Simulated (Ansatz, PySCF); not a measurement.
CuCl2, SMILES [Cl][Cu-][Cl], charge -1, multiplicity 1. Atoms are numbered in the order given.

```xyz
3

Cu     0.0000     0.0000     0.0000
Cl     0.0000     0.0000    -2.1707
Cl     0.0000     0.0000     2.1707
```
Charge -1, spin multiplicity 1.

Geometry optimised at ωB97X-D3(BJ)/def2-SVPD. The spin state was assumed, not searched.

Estimates of the vertical detachment energy (IE) of the anion in eV. Rows of orbital energies are one-electron estimates, which approximate functionals can put far too low.

```tsv
level	IE
−ε(HOMO), −ε(LUMO), CAM-B3LYP/def2-TZVPD (PySCF)	3.86
−ε(HOMO), −ε(LUMO), PBE/def2-TZVPD (PySCF)	[?]
ΔSCF, PBE0/def2-TZVPD (Ansatz), final states of multiplicity 2	4.35
ΔSCF, PBE/def2-TZVPD (Ansatz), final states of multiplicity 2	4.05
```

Problem. Complete the blanks. (An estimate is asked for; the answer gives what the named calculation found.)

Solution. 
- −ε(HOMO), −ε(LUMO), PBE/def2-TZVPD (PySCF), IE: 0.67

Problem. What vertical singlet–triplet gap does ΔSCF give with PBE0/def2-TZVPD (Ansatz, an electronic-structure program) and with PBE/def2-TZVPD (Ansatz)? (Estimate from the structure and the level; the computed values follow.)

Solution. 4.13 and 3.95 eV (triplet above singlet where positive).
